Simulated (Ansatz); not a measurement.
Wavefunction ladder for C₃H₉GaGe, SMILES `[GaH2][C]1([GeH3])CC1`

Z-matrix (Å, degrees):
```
C
Ge 1 1.937
C 1 1.523 2 116.5
Ga 1 1.949 2 119.0 3 147.1
C 1 1.523 2 116.5 3 -65.8
H 2 1.541 1 110.9 3 -86.8
H 2 1.541 1 110.9 3 152.7
H 2 1.545 1 108.9 3 33.0
H 3 1.085 1 118.6 2 145.7
H 3 1.085 1 117.7 2 2.2
H 4 1.570 1 122.3 2 0.0
H 4 1.575 1 116.3 2 -180.0
H 5 1.085 1 118.6 2 -145.7
H 5 1.085 1 117.7 2 -2.1
```

Total charge 0; spin multiplicity 1. Correlated methods include outer-core shells of Ga, Ge, which these sets cover unevenly. Scalar relativity is left out up to krypton. The geometry is a stationary point of PBE0-D4/def2-TZVP. Frozen core, restricted reference, Ansatz.

```
     basis      HF (Eh)  MP2 corr.
  def2-SVP  -4116.79943   -0.87354
def2-TZVPP  -4117.43697   -1.00934
def2-QZVPP  -4117.52465   -1.55189
```

Problem. Estimate the CCSD correlation energy and the (T) correction in each basis where they were run (hartree).

Solution. 
```json
{"basis": "def2-SVP", "CCSD corr.": "-0.91023", "(T)": "-0.03074"}
{"basis": "def2-TZVPP", "CCSD corr.": "-1.04456", "(T)": "-0.04361"}
```
